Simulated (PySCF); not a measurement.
Q: Give a PBE0-D3(BJ)/def2-SVP geometry of InChI=1S/C6H9F3O2/c1-5(3-4(5)10-2)11-6(7,8)9/h4H,3H2,1-2H3/t4-,5+/m1/s1.

A: 
```
atom  x, y, z in Å
C1     2.393    0.609   -1.083
O2     1.904   -0.492   -0.364
C3     1.025   -0.143    0.629
C4     0.004   -1.170    0.986
C5    -0.427    0.091    0.288
C6    -1.218    1.147    1.003
O7    -0.702    0.033   -1.097
C8    -1.644   -0.806   -1.543
F9    -2.741   -0.810   -0.779
F10   -1.217   -2.072   -1.607
F11   -1.983   -0.432   -2.764
H12    2.923    1.322   -0.424
H13    3.105    0.225   -1.826
H14    1.583    1.145   -1.607
H15    1.440    0.495    1.425
H16   -0.293   -1.306    2.028
H17    0.047   -2.080    0.384
H18   -1.104    2.117    0.494
H19   -0.860    1.255    2.036
H20   -2.286    0.890    1.034
```

Orientation and origin are arbitrary. Atoms count from 1 in this order. Of the pairs four or more bonds apart, F10···H17 is among the closest relative to their van der Waals radii: 2.36 Å, 88 % of the sum of Bondi's values. The 3-membered ring C3–C4–C5 has internal angles of 59.3° to 60.5°. The C–O distances run from 1.338 Å (O7–C8, drawn single) to 1.413 Å (C5–O7, drawn single), a spread of 0.075 Å. O7 (ether oxygen) is bent (angle 119.3°).

Bonds between heavy atoms (Å): C1–O2 1.403, O2–C3 1.371, C3–C4 1.492, C4–C5 1.505, C5–C6 1.500, C5–O7 1.413, O7–C8 1.338, C8–F9 1.337, C8–F10 1.337, C8–F11 1.322, C3–C5 1.510.

Method used: PySCF 2.14.0, PBE0-D3(BJ)/def2-SVP geometry optimisation, gas phase.

Point group: C1 (no symmetry element, even within 0.4 Å). Whether it is a minimum is left open (no frequencies). The numbers are those of one conformer (C1–O2–C3–C4 152°, C4–C5–O7–C8 58°).
